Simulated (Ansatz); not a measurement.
Ideal-gas functions of osmium tetroxide at 800 K and 1 bar, from an Ansatz frequency run at PBE0-D4/def2-TZVP.

Molar mass 254.23 g/mol, point group Td (symmetry number 12), electronic degeneracy 1, moments of inertia 121.933, 121.933, 121.933 u Å². Harmonic wavenumbers (cm⁻¹, unscaled): 348, 348, 348, 351, 351, 1027, 1027, 1027, 1057.

Use S(trans) = R[1.5 ln M + 2.5 ln T − 1.1517]; rotational temperatures θ = 24.2544 K / I; S(rot) = R[ln(√π/σ · √(T³/θAθBθC)) + 1.5]; for each mode x = 1.438777 ν̃/T, S = R[x/(eˣ − 1) − ln(1 − e⁻ˣ)] and H = RT x/(eˣ − 1); 1 cm⁻¹ = 0.0119627 kJ/mol; R = 8.31446 J/(mol·K).

**Question.** By hand: the entropy, in J/(mol·K).

**Answer.** Translation 198.4. Rotation: θ = 0.1989, 0.1989, 0.1989 K, giving 100.1. Vibration, mode by mode: 12.35, 12.35, 12.35, 12.28, 12.28, 4.30, 4.30, 4.30, 4.12, in all 78.6. Electronic 0.0. Sum 377.1 J/(mol·K).

**Question.** By hand: H − E and G − E in kJ/mol, counted from the electronic energy.

**Answer.** Zero-point energy ½ × 5884 × 0.0119627 = 35.2; thermal vibration 33.0; translation, rotation and pV give 4 RT = 26.6. H − E = 94.8 kJ/mol, and G − E = 94.8 − 800 × 377.1/1000 = -206.9 kJ/mol.

Vibration gives 21 % of the entropy.
